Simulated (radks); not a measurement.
All-electron atom: Ag3.875+ in [Kr] 4d(3/2: 4, 5/2: 3.125) (fractional occupations, a model configuration). Method: Dirac Kohn-Sham, PBEsol, spin-unpolarised, spherical densities, finite nucleus; Fermi nuclear charge, rms radius 4.5454 fm; computed with a radial shooting solver on a logarithmic mesh with Libxc functionals.

Normalised radial functions P(r) = r R(r) (large component), r in bohr:

| r | 4s1/2 | 4p3/2 |
|---|---|---|
| 0.002346 | 0.0981 | 0.0028 |
| 0.003472 | 0.1339 | 0.0060 |
| 0.005138 | 0.1774 | 0.0125 |
| 0.007604 | 0.2244 | 0.0255 |
| 0.01134 | 0.2637 | 0.0513 |
| 0.01679 | 0.2694 | 0.0975 |
| 0.02484 | 0.2056 | 0.1738 |
| 0.03677 | 0.0367 | 0.2805 |
| 0.05441 | -0.2230 | 0.3860 |
| 0.08053 | -0.4354 | 0.3971 |
| 0.1192 | -0.3369 | 0.1786 |
| 0.1764 | 0.1902 | -0.2805 |
| 0.261 | 0.6759 | -0.6257 |
| 0.3863 | 0.3168 | -0.3087 |
| 0.5763 | -0.7619 | 0.6144 |
| 0.8529 | -1.2291 | 1.1525 |
| 1.262 | -0.7262 | 0.8293 |
| 1.868 | -0.1820 | 0.2803 |
| 2.765 | -0.0160 | 0.0386 |
| 4.091 | -0.0003 | 0.0015 |

4s1/2: eigenvalue -148.69 eV, 3 radial nodes at r = 0.0391, 0.157, 0.438 bohr, <r> = 0.901 bohr, 90 % of the charge inside 1.31 bohr. 4p3/2: eigenvalue -109.97 eV, 2 radial nodes at r = 0.141, 0.447 bohr, <r> = 0.987 bohr, 90 % of the charge inside 1.45 bohr.
